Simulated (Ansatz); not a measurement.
Reaction (substitution at a C–Si bond): `O[SiH2]C(O)(F)F` + CH₃OH → `COC(O)(F)F` + `O[SiH3]`

Calculated with Ansatz (gas phase, PBE0-D4/def2-TZVP geometries, no zero-point term in ΔE). CCSD(T)/CBS adds triple-zeta CCSD(T) − MP2 to the extrapolated MP2 energy (def2 sets, frozen cores). This one scheme is used for every species. One conformer a species, not always the lowest.

| species | CCSD(T)/CBS(def2) energy (Eh) |
| --- | --- |
| `O[SiH2]C(O)(F)F` | -679.51421 |
| CH₃OH | -115.61712 |
| `COC(O)(F)F` | -428.44490 |
| `O[SiH3]` | -366.69042 |

(1) Work out ΔE.

Largest T1 diagnostic among the species: 0.012.

Answers

(1) ΔE = (-428.44490) + (-366.69042) − (-679.51421) − (-115.61712) = -0.00399 Eh = -10.5 kJ/mol.

From BLYP to BHLYP (50 % exact exchange), in def2-TZVPP and without D4, ΔE moves by −20.1 kJ/mol. At CCSD(T), def2-SVP lies −36.3 kJ/mol from the extrapolated value and def2-TZVPP −7.9 kJ/mol.
